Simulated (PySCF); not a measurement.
F2H2HfS2, SMILES [F][Hf]([F])([SH])[SH], multiplicity 1.

Geometry: B3LYP-D3(BJ)/def2-SVP. A frequency run showed that this geometry is not a minimum. The spin state was assumed, not searched. The def2 effective core potentials stand for the cores of Hf; spin–orbit coupling is left out. One conformer was computed; it need not be the lowest.

All values below come from PBE0/def2-TZVP run with PySCF.

Symmetry labels are those of the subgroup C2v that the program uses (full group C2v).

Task: List the valence orbital energies around the gap with their symmetry. (The exact figures need the calculation; the answer reports its results.)

Result: 
| orbital | symmetry | energy (eV) |
|---|---|---|
| HOMO−7 | A2 | -12.48 |
| HOMO−6 | B2 | -11.97 |
| HOMO−5 | A1 | -11.90 |
| HOMO−4 | B1 | -11.68 |
| HOMO−3 | A1 | -9.55 |
| HOMO−2 | B1 | -8.97 |
| HOMO−1 | B2 | -8.20 |
| HOMO | A2 | -8.16 |
| LUMO | A1 | -2.41 |
| LUMO+1 | A2 | -1.26 |
| LUMO+2 | B1 | -0.91 |
| LUMO+3 | A1 | -0.73 |
